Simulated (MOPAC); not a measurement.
MOPAC input (PM7):

```
PM7 1SCF UHF MS=0.5 GEO-OK AUX(PRECISION=9) THREADS=1
C2H6BS

C     1.34411100 1   -0.99135500 1    0.56938700 1
B    -0.00755700 1   -0.27908600 1    0.16143500 1
C    -1.39620100 1   -0.93223800 1    0.54330300 1
S     0.03368000 1    1.24374700 1   -0.71943800 1
H     1.36292700 1   -1.99767200 1    0.13875500 1
H     2.25327900 1   -0.47338600 1    0.26712300 1
H     1.36741600 1   -1.11997800 1    1.65630200 1
H    -1.44570700 1   -1.05929000 1    1.62952500 1
H    -1.45019700 1   -1.93698300 1    0.11197800 1
H    -2.27627100 1   -0.37566900 1    0.22400700 1
```

From the output:

```
                                                       MOPAC v23.2.5 Linux

          FINAL HEAT OF FORMATION =          1.43469 KCAL/MOL =       6.00273 KJ/MOL

          COSMO AREA              =        119.59 SQUARE ANGSTROMS
          COSMO VOLUME            =        107.02 CUBIC ANGSTROMS

          IONIZATION POTENTIAL    =          9.356946 EV
          ALPHA SOMO LUMO (EV)    =         -9.476 -1.023
          BETA  SOMO LUMO (EV)    =         -9.357 -2.309
          NO. OF ALPHA ELECTRONS  =         12
          NO. OF BETA  ELECTRONS  =         11
          MOLECULAR WEIGHT        =         72.9394         POINT GROUP:  C2v

          MOLECULAR DIMENSIONS (Angstroms)

            Atom       Atom       Distance
            H    10    H     6     4.53081
            S     4    H     5     3.32125
            H     8    S     4     1.69093

          SCF CALCULATIONS        =          1

   ATOM   CHEMICAL          X               Y               Z
  NUMBER   SYMBOL      (ANGSTROMS)     (ANGSTROMS)     (ANGSTROMS)

     1       C          1.34411100  *  -0.99135500  *   0.56938700  *
     2       B         -0.00755700  *  -0.27908600  *   0.16143500  *
     3       C         -1.39620100  *  -0.93223800  *   0.54330300  *
     4       S          0.03368000  *   1.24374700  *  -0.71943800  *
     5       H          1.36292700  *  -1.99767200  *   0.13875500  *
     6       H          2.25327900  *  -0.47338600  *   0.26712300  *
     7       H          1.36741600  *  -1.11997800  *   1.65630200  *
     8       H         -1.44570700  *  -1.05929000  *   1.62952500  *
     9       H         -1.45019700  *  -1.93698300  *   0.11197800  *
    10       H         -2.27627100  *  -0.37566900  *   0.22400700  *

                             CARTESIAN COORDINATES

   1    C        1.344111000    -0.991355000     0.569387000
   2    B       -0.007557000    -0.279086000     0.161435000
   3    C       -1.396201000    -0.932238000     0.543303000
   4    S        0.033680000     1.243747000    -0.719438000
   5    H        1.362927000    -1.997672000     0.138755000
   6    H        2.253279000    -0.473386000     0.267123000
   7    H        1.367416000    -1.119978000     1.656302000
   8    H       -1.445707000    -1.059290000     1.629525000
   9    H       -1.450197000    -1.936983000     0.111978000
  10    H       -2.276271000    -0.375669000     0.224007000

           Empirical Formula: C2 H6 B S  =    10 atoms

      MOLECULAR POINT GROUP   :   C2v

          ALPHA EIGENVALUES
 -26.16797 -24.43977 -24.01857 -14.57816 -14.38394 -13.83024 -13.57996 -13.36568
 -12.01265 -10.68146  -9.58104  -9.47639  -1.02269  -0.52786  -0.02655   0.09983
   0.15281   0.50257   1.36698   2.35349   5.05075   5.65329   5.67192   5.78449
   5.80989   6.95176   7.00904

           BETA EIGENVALUES
 -25.49446 -23.99502 -22.61639 -14.54708 -14.37614 -13.74297 -13.36097 -13.26161
 -11.82360 -10.45510  -9.35695  -2.30949  -1.00369  -0.24145   0.35631   0.47204
   0.48252   0.51039   1.51976   2.44234   5.08164   5.65975   5.67995   5.78890
   5.81572   6.95563   7.01270

              NET ATOMIC CHARGES AND DIPOLE CONTRIBUTIONS

  ATOM NO.   TYPE          CHARGE      No. of ELECS.   s-Pop       p-Pop       d-Pop
    1          C          -0.534681        4.5347     1.05287     3.48181
    2          B           0.140820        2.8592     0.69336     2.16582
    3          C          -0.534680        4.5347     1.05287     3.48181
    4          S          -0.027085        6.0271     1.93580     4.03788     0.05340
    5          H           0.163372        0.8366     0.83663
    6          H           0.151069        0.8489     0.84893
    7          H           0.163372        0.8366     0.83663
    8          H           0.163372        0.8366     0.83663
    9          H           0.163372        0.8366     0.83663
   10          H           0.151069        0.8489     0.84893
 DIPOLE           X         Y         Z       TOTAL
 POINT-CHG.    -0.022    -0.824     0.477     0.952
 HYBRID        -0.009    -0.344     0.199     0.397
 SUM           -0.032    -1.168     0.676     1.350

          ATOMIC ORBITAL ELECTRON POPULATIONS

     Atom    s        px        py        pz      x^2-y^2     xz        z^2       yz        xy
    1  C   1.05287   1.13817   1.17246   1.17119
    2  B   0.69336   0.95704   0.74456   0.46422
    3  C   1.05287   1.13669   1.17363   1.17149
    4  S   1.93580   1.03531   1.36959   1.63298   0.02087   0.00190   0.00345   0.02151   0.00567
    5  H   0.83663
    6  H   0.84893
    7  H   0.83663
    8  H   0.83663
    9  H   0.83663
   10  H   0.84893

                    (SZ)    =    0.500000
                    (S**2)  =    0.757577

          ATOMIC ORBITAL SPIN POPULATIONS

    Atom   Total    s     px     py     pz   x^2-y^2  xz     z^2    yz     xy
         Atomic
    1  C  0.0317  0.005  0.013  0.010  0.004
    2  B -0.0343 -0.004 -0.006 -0.011 -0.013
    3  C  0.0317  0.005  0.014  0.009  0.004
    4  S  0.9769  0.010  0.951 -0.004  0.010  0.009  0.000 -0.001  0.000  0.001
    5  H -0.0009 -0.001
    6  H -0.0012 -0.001
    7  H -0.0009 -0.001
    8  H -0.0009 -0.001
    9  H -0.0009 -0.001
   10  H -0.0012 -0.001

 **********************
 *                    *
 * JOB ENDED NORMALLY *
 *                    *
 **********************

 == MOPAC DONE ==
```

The geometry given is a B3LYP-D3(BJ)/def2-TZVP minimum.
